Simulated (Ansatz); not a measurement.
Ansatz (an electronic-structure program) input:

Ansatz 0.2 input:
```yaml
crystal:
  periodic: [false, false, false]
  atoms:
    - {symbol: Si, position_ang: [0.09540685, 0.58371854, 0.04556185]}
    - {symbol: C, position_ang: [-1.61214106, -0.21205355, 0.02256544]}
    - {symbol: C, position_ang: [1.45347759, -0.69381772, -0.22470999]}
    - {symbol: H, position_ang: [0.31091056, 1.28964858, 1.34193168]}
    - {symbol: H, position_ang: [-1.80586689, -0.69775790, -0.93551907]}
    - {symbol: H, position_ang: [-1.68916121, -0.97189252, 0.80691920]}
    - {symbol: H, position_ang: [-2.39588095, 0.52759029, 0.19228596]}
    - {symbol: H, position_ang: [1.41694911, -1.46001998, 0.55637768]}
    - {symbol: H, position_ang: [1.33755825, -1.19174941, -1.18907044]}
    - {symbol: H, position_ang: [2.44177614, -0.23265099, -0.19792361]}
basis:
  gaussian:
    orbitals: def2-TZVPD
hamiltonian:
  xc: {name: PBE}
magnetization: {spin_polarized: true, initial_magnetization: 1}
output: {forces: true}
```

**Question.** Predict the final energy.

**Answer.** -369.64778 Eh (PBE/def2-TZVPD). The basis has 180 functions.

It need not be the lowest isomer of its formula.
